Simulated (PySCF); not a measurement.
CBr2ClF. Atoms are numbered in the order given.

```xyz
5

F     -1.6772     0.6003     0.0000
C     -0.3523     0.4180     0.0000
Cl     0.4584     1.9996     0.0000
Br     0.1345    -0.5986    -1.6103
Br     0.1345    -0.5986     1.6103
```
Charge 0, spin multiplicity 1.

Geometry: PBE-D3(BJ)/def2-SVP.

The numbers are results of PBE-D3(BJ)/def2-SVP run with PySCF 2.14.0, not measurements.

Frequencies are harmonic and unscaled.

Computed vibrational spectrum:
| mode | ν (cm⁻¹) | IR (km/mol) | moving atoms (share of kinetic energy) |
|---|---|---|---|
| 1 | 154 | 0.0 | Br 77 %, Cl 11 %, F 9 % |
| 2 | 187 | 0.1 | Cl 57 %, Br 32 %, F 10 % |
| 3 | 257 | 0.4 | Cl 41 %, Br 39 %, F 13 % |
| 4 | 296 | 1.6 | F 64 %, Br 33 % |
| 5 | 331 | 0.7 | F 58 %, Cl 17 %, Br 16 %, C 9 % |
| 6 | 454 | 1.8 | F 41 %, Cl 34 %, C 18 % |
| 7 | 696 | 266.7 | C 92 % |
| 8 | 759 | 240.1 | C 88 %, Cl 8 % |
| 9 | 1109 | 187.4 | C 64 %, F 35 % |
